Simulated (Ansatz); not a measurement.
Geometry optimisation, RKS PBE/def2-SVP (Ansatz).

The input (input.yaml):

```yaml
crystal:
  periodic: [false, false, false]
  atoms:
    - { symbol: C, position_ang: [-1.2642, -0.0776, 1.3421] }
    - { symbol: S, position_ang: [-0.0445, 1.1993, 0.9913] }
    - { symbol: Si, position_ang: [1.1231, 0.2639, -0.522] }
    - { symbol: F, position_ang: [1.5696, -1.219, -0.0397] }
    - { symbol: S, position_ang: [0.0401, 0.1466, -2.3412] }
    - { symbol: H, position_ang: [-1.9759, 0.3586, 2.1133] }
    - { symbol: H, position_ang: [-1.8882, -0.2267, 0.4428] }
    - { symbol: H, position_ang: [-0.8265, -0.9507, 1.6723] }
    - { symbol: H, position_ang: [2.4118, 1.0388, -0.6927] }
    - { symbol: H, position_ang: [0.9379, -0.5845, -2.9631] }
basis:
  gaussian: { orbitals: def2-SVP }
hamiltonian:
  xc: pbe
relax:
  f_tol: 0.02
  max_steps: 50
```

Run as:

```bash
$ ansatz run input.yaml --threads 2 --pin off --max-ram 3072MiB --backend cpu --events-out ev --progress --plain --runs-dir out
```

Q: Where does it end, and by what steps?

A: The forces met the threshold. The force dipped under the threshold on the way, but the program's further checks kept it going. After 15 steps the energy has fallen by 0.241 eV; H10 moved furthest, 0.51 Å.

```csv
step,energy less start (eV),largest force component (eV/Å),accepted
0,0.0000,2.675,yes
1,-0.1982,0.922,yes
2,-0.2227,0.186,yes
3,-0.2276,0.185,yes
4,-0.2320,0.104,yes
5,-0.2364,0.073,yes
6,-0.2374,0.090,yes
7,-0.2385,0.056,yes
8,-0.2391,0.043,yes
9,-0.2398,0.041,yes
10,-0.2401,0.061,yes
11,-0.2403,0.043,yes
12,-0.2405,0.005,yes
13,-0.2405,0.016,yes
14,-0.2405,0.024,no
15,-0.2406,0.005,yes
```

```xyz
10
Properties=species:S:1:pos:R:3
C -1.298 -0.060 1.252
S 0.158 1.067 1.202
Si 1.239 0.329 -0.475
F 1.849 -1.184 -0.271
S -0.071 0.210 -2.183
H -2.058 0.440 1.880
H -1.707 -0.222 0.236
H -1.023 -1.029 1.709
H 2.401 1.257 -0.636
H 0.592 -0.858 -2.711
```

Time of the run: 40 s on 2 threads of Arm Neoverse V1, with other jobs on the host, peak memory 0.15 GiB.
